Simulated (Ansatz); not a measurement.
Species: C₃H₂F₃, charge 0, multiplicity 2. It need not be the lowest isomer of its formula. 
Coordinates optimised at B3LYP-D3(BJ)/def2-TZVP (Ansatz, a first-principles code):
SMILES: C=C(F)[C](F)F
```xyz
8

C     -1.8748    -0.1847     0.2934
C     -0.6657     0.1415    -0.2531
F     -0.6267     0.8188    -1.4216
C      0.5790    -0.1504     0.2674
F      1.7173     0.1853    -0.2966
F      0.7402    -0.8056     1.4004
H     -1.9237    -0.7249     1.2250
H     -2.7846     0.1002    -0.2107
```
Charge 0, spin multiplicity 2.

Dipole moments at this geometry, in debye (magnitudes).

```
level                program  dipole (D)
-------------------  -------  ----------
PBE/def2-TZVPD        Ansatz        1.10
B3LYP/def2-TZVPD      Ansatz        1.32
PBE0/def2-TZVPD       Ansatz           ?
BHLYP/def2-TZVPD      Ansatz        1.57
r2SCANh/def2-TZVPD    Ansatz        1.34
CCSD(T)/aug-cc-pVDZ   Ansatz           ?
```

Task: Some entries are withheld; supply them.

Result: 
- PBE0/def2-TZVPD, dipole (D): 1.32
- CCSD(T)/aug-cc-pVDZ, dipole (D): 1.37
